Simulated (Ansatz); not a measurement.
Single points on Hf₃Si.

```yaml
crystal:
  periodic: [false, false, false]
  atoms:
    - {symbol: Hf, position_ang: [0.946953, -0.095226, -2.063294]}
    - {symbol: Hf, position_ang: [-0.875052, -0.020692, 2.096863]}
    - {symbol: Hf, position_ang: [-0.681327, 1.109518, -0.318275]}
    - {symbol: Si, position_ang: [0.609416, -0.993600, 0.284705]}
basis:
  gaussian: {orbitals: def2-TZVP, initial_orbitals: start.molden}
hamiltonian: {xc: {name: wB97M-V}}
scf: {omitted_lower_state_checks: [starts]}
output: {orbitals: {seedname: orbitals}}
```

The file start.molden holds the orbitals of an earlier run on this structure, at another level or in another basis.

```sh
$ ansatz run in.yaml --threads 4 --pin off --events-out ev --progress --plain --max-ram 3916MiB
```

It prints (some lines left out):

```
Functional definition: wB97M-V
1326 factors; their error is unknown
292 factors; integrals over basis functions are off by at most 2.3e-5 eV
mean field evaluation 1: about -11781.8937 eV, gradient 7.3e0 eV
mean field evaluation 2: about -11782.1488 eV, gradient 5.7e-1 eV
mean field evaluation 4: about -11782.1768 eV, gradient 9.0e-2 eV
mean field evaluation 8: about -11782.1768 eV, gradient 4.4e-4 eV
mean field evaluation 16: about -11782.1768 eV, gradient 2.4e-5 eV
mean field -11782.17684558 eV, -432.9870128287 hartree, gradient 2.4e-5 eV, S^2 0.000000; 0 other end points of the search recorded, 0 dependent functions left out
reference -11782.17688920 eV, -432.9870144318 hartree; 25, 25 occupied and 132, 132 virtual orbitals, 1326 factors
Total energy: -11782.17688920 eV, -432.9870144318 hartree
Checks for a lower state left out: starts
```

Run time 51 s (4 threads of Arm Neoverse V2 on a shared host), peak host memory 0.77 GiB.

First input, but with `correlation: {method: ccsd_t}` and without the key `hamiltonian` (abridged; 71 s):

```
Functional definition: HF
mean field evaluation 16: about -11724.4768 eV, gradient 1.8e1 eV
mean field evaluation 32: about -11723.7886 eV, gradient 6.5e0 eV
mean field evaluation 64: about -11727.0965 eV, gradient 4.4e-2 eV
mean field evaluation 96: about -11726.5647 eV, gradient 1.6e0 eV
mean field -11728.37648237 eV, -431.0098859482 hartree, gradient 3.0e-6 eV, S^2 0.000000; 1 other end points of the search recorded, 0 dependent functions left out; unrestricted orbitals would lower it
mean field evaluation 128: about -11729.8140 eV, gradient 6.0e-2 eV
mean field evaluation 160: about -11728.3692 eV, gradient 1.2e-1 eV
mean field evaluation 192: about -11728.3765 eV, gradient 2.2e-4 eV
mean field evaluation 224: about -11729.9843 eV, gradient 2.1e-1 eV
mean field evaluation 256: about -11729.6789 eV, gradient 5.4e-2 eV
determinant -11728.37648237 eV, -431.0098859482 hartree, with singles and doubles -11755.03674434 eV, -431.9896325043 hartree
determinant -11727.09596110 eV, -430.9628276594 hartree, with singles and doubles -11753.75751266 eV, -431.9426216074 hartree
unrestricted determinant -11729.98857371 eV, -431.0691292119 hartree, S^2 3.1629
[...]
cycle   2  -26.66627657 eV  change   -2.4e-2 eV  update   1.2e-2
cycle   3  -26.65519444 eV  change    1.1e-2 eV  update   1.3e-2
cycle   4  -26.67249507 eV  change   -1.7e-2 eV  update   4.5e-3
cycle   5  -26.68539019 eV  change   -1.3e-2 eV  update   2.6e-3
cycle   6  -26.68300616 eV  change    2.4e-3 eV  update   1.2e-3
cycle   7  -26.68080636 eV  change    2.2e-3 eV  update   8.8e-4
cycle   8  -26.68183054 eV  change   -1.0e-3 eV  update   5.3e-4
cycle   9  -26.68164108 eV  change    1.9e-4 eV  update   2.5e-4
cycle  10  -26.68136978 eV  change    2.7e-4 eV  update   1.4e-4
cycle  11  -26.68161462 eV  change   -2.4e-4 eV  update   9.3e-5
cycle  12  -26.68153669 eV  change    7.8e-5 eV  update   6.9e-5
cycle  13  -26.68154013 eV  change   -3.4e-6 eV  update   4.2e-5
perturbative correction -2.39525034 eV, -0.0880238263 hartree
Total energy: -11757.45327285 eV, -432.0784382890 hartree
Checks for a lower state left out: starts
```

The first input with `hamiltonian: {xc: {name: B3LYP}, dispersion: d4}` (abridged; 4.4 s):

```
Functional definition: B3LYP
mean field evaluation 16: about -11791.8821 eV, gradient 1.4e-5 eV
mean field -11791.88213927 eV, -433.3436757936 hartree, gradient 7.2e-6 eV, S^2 0.000000
Total energy: -11792.25603118 eV, -433.3574160678 hartree
Checks for a lower state left out: starts
```

First input, but with `hamiltonian: {xc: r2scan, dispersion: d4}` (abridged; 6 s):

```
Functional definition: r2SCAN
mean field -11791.32960927 eV, -433.3233706905 hartree, gradient 1.0e-5 eV, S^2 0.000000
Total energy: -11791.36452485 eV, -433.3246538145 hartree
Checks for a lower state left out: starts
```

As the first input, with `hamiltonian: {xc: pbe, dispersion: d4}`, `output: {forces: true, orbitals: {seedname: orbitals}}` (abridged; 2.8 s):

```
Functional definition: PBE
mean field -11789.09096457 eV, -433.2411020152 hartree, gradient 1.2e-5 eV, S^2 0.000000
Total energy: -11789.31419315 eV, -433.2493055141 hartree
Atom 0 force    -0.084309     0.045166     0.118987 eV/Å
Atom 1 force     0.030843     0.040456    -0.143938 eV/Å
Atom 2 force     0.099535    -0.161465     0.046486 eV/Å
Atom 3 force    -0.046069     0.075843    -0.021535 eV/Å
Dipole moment:    -0.252385     0.411685    -0.117912 e Å
Checks for a lower state left out: starts
```

The first input with `hamiltonian: {xc: pbe0, dispersion: d4}` (abridged; 4.5 s):

```
Functional definition: PBE0
mean field evaluation 16: about -11786.0112 eV, gradient 1.2e-5 eV
mean field -11786.01118997 eV, -433.1279223863 hartree, gradient 1.2e-5 eV, S^2 0.000000
Total energy: -11786.20309501 eV, -433.1349747662 hartree
Checks for a lower state left out: starts
```

Geometry: B3LYP-D4/def2-SVP.

In the def2 sets Hf takes a core potential; there is no spin–orbit coupling. B3LYP takes the VWN-RPA correlation. Correlated methods freeze 5 core orbitals; core or outer-core shells of Hf are correlated, in sets that lack core-valence functions. The restricted singlet is unstable towards broken spin symmetry in Hartree–Fock (as tested in another run); at ωB97M-V/def2-TZVP, B3LYP-D4/def2-TZVP, r2SCAN-D4/def2-TZVP, PBE-D4/def2-TZVP and others this wasn't settled. At CCSD(T)/def2-TZVP T1 of the charge 0 singlet is large (up to 0.052), so the single-reference result is doubtful. At CCSD(T)/def2-TZVP the restricted singlet (for correlated methods, its reference) is unstable: a solution with broken spin symmetry lies lower. Another isomer (quintet) lies 1.39 eV lower at PBE0-D4/def2-TZVP; other spin states weren't run for this one.
